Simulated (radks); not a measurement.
Spherical quantum dot in the effective-mass picture: electrons in a hard-walled sphere of radius 5.68, with a point charge +2 (a donor) at the centre, all in effective atomic units (hartree* = m*/eps^2 hartree, bohr* = eps/m* bohr), one dielectric constant everywhere. Calculated with a radial shooting solver with Libxc functionals: non-relativistic Kohn-Sham, LDA (Slater exchange, Perdew-Wang correlation), spin-polarised, spherical densities. Levels are named by radial order and angular momentum (1s, 1p, 1d, 2s, ...), and open shells are averaged over m.

N = 27, configuration 1s2 1p6 1d10 2s2 1f(up 7, down 0). This is the lowest configuration that the search found. Occupied and some empty levels:

level    occupation  eigenvalue (hartree*)  <r> (bohr*)
1s up             1                 5.4547        2.439
1s down           1                 5.4713        1.857
2s up             1                 5.5673        2.686
1p up             3                 5.5725        4.159
2s down           1                 5.5982        3.246
1p down           3                 5.6198        4.141
1d up             5                 5.6984        4.249
1d down           5                 5.7471        4.239
1f up             7                 5.8752        4.326
1f down           0                 5.9249        4.320
1g up             0                 6.0998        4.394
1g down           0                 6.1502        4.392
2p up             0                 6.3592        2.806
2p down           0                 6.3775        2.789
2d up             0                 6.6971        3.216
2d down           0                 6.7218        3.202

Energy (hartree*): total 73.9971, kinetic 18.925, external -18.798, Hartree 82.744, exchange-correlation -8.8738.
